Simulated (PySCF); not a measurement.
## Co- (cobalt, charge -1) across methods

[Ar] 3d8 4s2, high-spin 3F determinant. Computed with PySCF 2.14 in def2-TZVPPD, with no relativity, point nucleus.

```tsv
method	E (hartree)	mean ε 3d α (eV)	mean ε 4s β (eV)	mean ε 3d β (eV)	Σ⟨r²⟩ (bohr²)	⟨S²⟩
LDA	-1380.193	1.373	1.571	2.919	52.83	2.009
revPBE	-1382.657	1.579	1.741	2.965	53.70	2.009
UHF	-1381.31737	-6.238	0.337	-3.639	56.13	2.011
MN15	-1382.908	-1.720	0.433	0.056	54.77	2.011
r2SCAN	-1382.732	1.388	1.512	2.771	53.46	2.009
M06-2X	-1382.689	-2.805	0.885	-0.676	55.06	2.012
PBE	-1382.515	1.556	1.697	2.942	53.48	2.008
PBE0	-1382.514	-0.438	1.162	1.231	53.83	2.009
```

(1) Estimate the same row for wB97M-V.

The highest occupied level is positive at LDA, revPBE, UHF, MN15, r2SCAN, M06-2X, PBE, PBE0: only the finite basis holds that electron, at UHF too, so the state is unbound at these levels.

Results:

(1) E (hartree) = -1382.666; mean ε 3d α (eV) = -2.882; mean ε 4s β (eV) = -0.543; mean ε 3d β (eV) = -1.293; Σ⟨r²⟩ (bohr²) = 54.02; ⟨S²⟩ = 2.007.
